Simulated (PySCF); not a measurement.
**Nuclear quadrupole coupling in `CSc1ccpc(C#N)n1`**

C₆H₅N₂PS.
Numbering: `[CH3:1][S:2][c:3]1[cH:4][cH:5][p:6][c:7]([C:8]#[N:9])[n:10]1` (hydrogens: H11, H12, H13 on C1; H14 on C4; H15 on C5)

Geometry (GFN2-xTB, Å), atoms numbered from 1 in this order:
```xyz
15
C6H5N2PS angstrom
C      2.5916    0.7857   -0.1675
S      2.0323   -0.9304   -0.3152
C      0.2964   -0.7044   -0.3053
C     -0.5192   -1.8434   -0.4043
C     -1.8852   -1.7555   -0.4039
P     -2.7993   -0.2675   -0.2839
C     -1.4255    0.8298   -0.1853
C     -1.7422    2.2069   -0.0724
N     -2.0311    3.3128    0.0183
N     -0.1381    0.5318   -0.2036
H      3.6764    0.7572   -0.1652
H      2.2205    1.3536   -1.0147
H      2.2125    1.2034    0.7597
H     -0.0299   -2.8040   -0.4828
H     -2.4638   -2.6681   -0.4825
```

Field gradients from the PBE0/pcSseg-1 density (PySCF, non-relativistic), principal values in atomic units, ordered |Vxx| ≤ |Vyy| ≤ |Vzz|:

```csv
atom,Vxx,Vyy,Vzz
S2,0.1228,2.2773,-2.4001
N9,0.4939,0.4970,-0.9909
N10,0.4590,0.6401,-1.0991
```

Q: Find the asymmetry η = (Vxx − Vyy)/Vzz and the couplings χ = eQV/h (234.96 MHz × Q in barn × V in au), with Q(33S) = −0.0678 b, Q(14N) = 0.02044 b.

A: 
| atom | environment | nucleus | η | χzz (MHz) | χxx (MHz) | χyy (MHz) |
| --- | --- | --- | --- | --- | --- | --- |
| S2 | sulfide sulfur | 33S | 0.90 | 38.24 | -1.96 | -36.28 |
| N9 | nitrile nitrogen | 14N | 0.00 | -4.759 | 2.372 | 2.387 |
| N10 | pyridine-type nitrogen | 14N | 0.16 | -5.28 | 2.20 | 3.07 |

The gradient is axial or nearly so (η below 0.05) at N9. 

Q: What is Vzz at S2 in SI units (1 au = 9.71736 × 10²¹ V/m²)?

A: -2.4001 au = -23.323 × 10²¹ V/m².

Q: And the gradient at the other heavy atoms, for which no coupling is worked out here?

A: 
```tsv
atom	environment	Vzz (au)	η
C1	S-methyl carbon	0.337	0.09
C3	substituted aromatic carbon	0.262	0.72
C4	aromatic CH carbon	0.313	0.18
C5	aromatic CH carbon	0.397	0.09
P6	phosphorus bonded to 2 C	-1.203	0.21
C7	substituted aromatic carbon	0.211	0.76
C8	nitrile carbon	-0.383	0.03
```

Were the hydrogens deuterons (Q(2H) = 0.00286 b), χzz would run from 210 kHz (H12 and H13) to 214 kHz (H14 and H15).

One conformer (not necessarily the lowest) at the GFN2-xTB geometry, without solvent, vibrations or thermal averaging. GFN2-xTB bond lengths can be off by several hundredths of an ångström, more for odd bonds, and the gradients follow them. With a basis this small, the couplings can be 20 % off.
